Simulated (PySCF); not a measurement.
H$_{3}$S (SMILES [SH3+]), charge +1, singlet, geometry from GFN2-xTB; MP2/cc-pVDZ (PySCF).

PySCF was given this input:
```python
from pyscf import gto, scf, mp

mol = gto.Mole()
mol.atom = '''
    S     0.105582   -0.001908    0.046136
    H    -0.318222    0.997054   -0.765660
    H    -0.350826   -0.980451   -0.772822
    H    -1.020267    0.013923    0.800299
'''
mol.basis = 'cc-pvdz'
mol.charge = 1
mol.spin = 0
mol.verbose = 4
mol.build()

mf = scf.RHF(mol)
mf.kernel()

pt = mp.MP2(mf, frozen=5)
pt.kernel()
print('E(MP2) = %.10f' % pt.e_tot)
mf.analyze()
```

Question: What does PySCF print? Leave out banner, timings and long lists.

Answer: 
```
PySCF version 2.14.0

[INPUT] verbose = 4
[INPUT] num. atoms = 4
[INPUT] num. electrons = 18
[INPUT] charge = 1
[INPUT] spin (= nelec alpha-beta = 2S) = 0
[INPUT] symmetry False subgroup None
[INPUT] Mole.unit = angstrom
[INPUT] Symbol           X                Y                Z      unit          X                Y                Z       unit  Magmom
[...]
nuclear repulsion = 19.5457742909124
number of shells = 14
number of NR pGTOs = 62
number of NR cGTOs = 33
basis = cc-pvdz
ecp = {}

******** <class 'pyscf.scf.hf.RHF'> ********
method = RHF
initial guess = minao
damping factor = 0
level_shift factor = 0
DIIS = <class 'pyscf.scf.diis.CDIIS'>
diis_start_cycle = 1
diis_space = 8
diis_damp = 0
SCF conv_tol = 1e-09
SCF conv_tol_grad = None
SCF max_cycles = 50
direct_scf = True
direct_scf_tol = 1e-13
Set gradient conv threshold to 3.16228e-05
Initial guess from minao.
init E= -399.191128931412
[...]
cycle= 1 E= -398.930823977438  delta_E= 0.26  |g|= 0.312  |ddm|= 1.39
[...]
cycle= 2 E= -398.970419271426  delta_E= -0.0396  |g|= 0.0739  |ddm|= 0.382
[...]
cycle= 3 E= -398.972519297946  delta_E= -0.0021  |g|= 0.0207  |ddm|= 0.0685
[...]
cycle= 4 E= -398.97278693991  delta_E= -0.000268  |g|= 0.00419  |ddm|= 0.0259
[...]
cycle= 5 E= -398.972799899722  delta_E= -1.3e-05  |g|= 0.00094  |ddm|= 0.00639
[...]
cycle= 6 E= -398.972800361477  delta_E= -4.62e-07  |g|= 0.000126  |ddm|= 0.00161
[...]
cycle= 7 E= -398.972800372148  delta_E= -1.07e-08  |g|= 1.76e-05  |ddm|= 0.000273
[...]
cycle= 8 E= -398.97280037239  delta_E= -2.42e-10  |g|= 2.61e-06  |ddm|= 3.77e-05
[...]
Extra cycle  E= -398.972800372394  delta_E= -3.75e-12  |g|= 8.61e-07  |ddm|= 4.99e-06
converged SCF energy = -398.972800372394

******** <class 'pyscf.mp.mp2.RMP2'> ********
nocc = 4, nmo = 28
frozen orbitals 5
E(RMP2) = -399.119510444933  E_corr = -0.146710072539466
E(SCS-RMP2) = -399.124524493878  E_corr = -0.151724121484142
E_corr(same-spin) = -0.0280707294960199
E_corr(oppo-spin) = -0.118639343043446
E(MP2) = -399.1195104449
**** SCF Summaries ****
Total Energy =                        -398.972800372393976
Nuclear Repulsion Energy =              19.545774290912362
One-electron Energy =                 -583.798884525278368
Two-electron Energy =                  165.280309861972029
Two-electron Coulomb Energy =          191.086724185538117
DFT Exchange-Correlation Energy =      -25.806414323566088
HOMO-LUMO gap [eV] =                    18.637947098372120
**** MO energy ****
[...]
 ** Mulliken pop on meta-lowdin orthogonal AOs  **
 ** Mulliken pop  **
[...]
 ** Mulliken atomic charges  **
charge of    0S =      0.50180
charge of    1H =      0.16607
charge of    2H =      0.16607
charge of    3H =      0.16607

WARN: System has nonzero charge 1; the dipole moment is origin-dependent.
Location of origin: [0. 0. 0.]

Dipole moment(X, Y, Z, Debye): -1.64484,  0.02972, -0.71875
```
